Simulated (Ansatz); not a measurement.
Input file for CH5NbO2S (`[CH3][Nb]([OH])([OH])=[S]`):

```yaml
crystal:
  periodic: [false, false, false]
  atoms:
    - {symbol: C, position_ang: [-1.405739, -0.463180, -0.411077]}
    - {symbol: Nb, position_ang: [0.511407, 0.279584, 0.188021]}
    - {symbol: O, position_ang: [1.100759, -0.809045, 1.605302]}
    - {symbol: O, position_ang: [1.630154, 0.185813, -1.322206]}
    - {symbol: S, position_ang: [0.160984, 2.301795, 0.811822]}
    - {symbol: H, position_ang: [-2.112691, -0.429866, 0.422364]}
    - {symbol: H, position_ang: [-1.813564, 0.132568, -1.232219]}
    - {symbol: H, position_ang: [-1.292987, -1.501590, -0.743671]}
    - {symbol: H, position_ang: [1.256529, -0.617662, 2.531755]}
    - {symbol: H, position_ang: [2.048246, 0.870582, -1.847090]}
basis:
  gaussian: {orbitals: def2-SVP}
correlation: {method: ccsd_t}
```

```sh
$ ansatz run in.yaml --threads 4 --pin off --events-out ev --progress --plain
```

The program prints (abridged):

```
Functional definition: HF
1153 factors; integrals over basis functions are off by at most 9.0e-4 eV
mean field evaluation 1: about -17524.0133 eV, gradient 5.7e1 eV
mean field evaluation 2: about -17524.0244 eV, gradient 5.7e1 eV
mean field evaluation 4: about -17531.0577 eV, gradient 8.8e0 eV
mean field evaluation 8: about -17531.2901 eV, gradient 3.0e-1 eV
mean field evaluation 16: about -17531.2421 eV, gradient 3.0e0 eV
mean field -17531.29110119 eV, -644.2630648327 hartree, gradient 3.1e-6 eV, S^2 0.000000; 0 other end points of the search recorded, 0 dependent functions left out
8 core orbitals not correlated: weight in the atoms' cores, before any rotation towards them, 1.000 or more for the frozen orbitals, at most 0.000 for the correlated occupied ones
reference -17531.29110119 eV, -644.2630648327 hartree; 20, 20 occupied and 88, 88 virtual orbitals, 1153 factors
second order -27.07681394 eV of doubles, -0.00000000 eV of singles
cycle   1  -25.87900480 eV  change     1.2e0 eV  update   2.4e-1
cycle   2  -26.90618190 eV  change    -1.0e0 eV  update   1.4e-1
cycle   3  -27.19836123 eV  change   -2.9e-1 eV  update   4.2e-2
cycle   4  -27.20926944 eV  change   -1.1e-2 eV  update   1.6e-2
cycle   5  -27.19512447 eV  change    1.4e-2 eV  update   5.5e-3
cycle   6  -27.19459219 eV  change    5.3e-4 eV  update   2.4e-3
cycle   7  -27.19490986 eV  change   -3.2e-4 eV  update   1.0e-3
cycle   8  -27.19456511 eV  change    3.4e-4 eV  update   4.0e-4
cycle   9  -27.19478005 eV  change   -2.1e-4 eV  update   1.7e-4
cycle  10  -27.19488997 eV  change   -1.1e-4 eV  update   6.7e-5
cycle  11  -27.19480926 eV  change    8.1e-5 eV  update   3.3e-5
cycle  12  -27.19479316 eV  change    1.6e-5 eV  update   1.5e-5
perturbative correction -1.20167476 eV, -0.0441607331 hartree
Total energy: -17559.68756912 eV, -645.3066157813 hartree
```

Hardware: 4 threads of a server CPU on a shared host. Wall time 14 s, peak host memory 0.74 GiB.

Correlation energy per correlated electron: -0.710 eV. T1 diagnostic: 0.0228.
